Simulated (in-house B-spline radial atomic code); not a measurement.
## Ionising the aluminium ion Al⁶⁺ with different functionals

Computed with a B-spline radial code for spherical atoms: four-component Dirac-Coulomb Hamiltonian, Fermi nucleus of rms radius 3.061 fm, spin-restricted, spherical fractional occupations for the functionals. The ionisation energy is the difference of two self-consistent energies, [He] 2s2 2p3 → [He] 2s2 2p2, without Breit or QED terms; ε is the level of the shell that loses the electron (mean over j). The electron is taken from both j subshells in proportion to 2j + 1, so the result is a j average, not the step between ground levels.

Hybrids are left out here: with spherical fractional occupations of an open shell their exact exchange keeps a self-interaction that integer-occupation calculations don't have.

| method | rung | ΔSCF (eV) | -ε(2p) (eV) |
| --- | --- | --- | --- |
| LDA VWN5 | LDA | ? | ? |
| relativistic LDA | LDA | 237.79 | 216.50 |
| LDA PW92 | LDA | ? | ? |
| LDA exchange-only | LDA | 235.58 | 214.30 |
| PBE | GGA | 237.88 | 216.58 |
| PBEsol | GGA | 237.56 | 216.29 |
| BLYP | GGA | 238.08 | 216.74 |
| RPBE | GGA | 237.77 | 216.49 |
| PW91 | GGA | 238.17 | 216.85 |
| BP86 | GGA | 238.03 | 216.72 |
| AM05 | GGA | 237.45 | 216.20 |
| OLYP | GGA | 238.14 | 216.93 |

What does LDA VWN5 give?

ΔSCF 237.83 eV, and -ε(2p) = 216.54 eV.

What does LDA PW92 give?

ΔSCF 237.81 eV, and -ε(2p) = 216.53 eV.

How do they compare with the NIST value?

NIST lists 241.76 eV ± 0.09 (semi-empirical, ground level to ground level). Errors run from -6.18 to -3.59 eV. The correlated functionals all miss on the same side by more than they spread, so the cause is common to them (Breit-QED terms, spin polarisation, the choice among j levels, multiplet and fine-structure energies, or a listed next ion that isn't the cheapest removal here) and closeness doesn't rank the functionals.
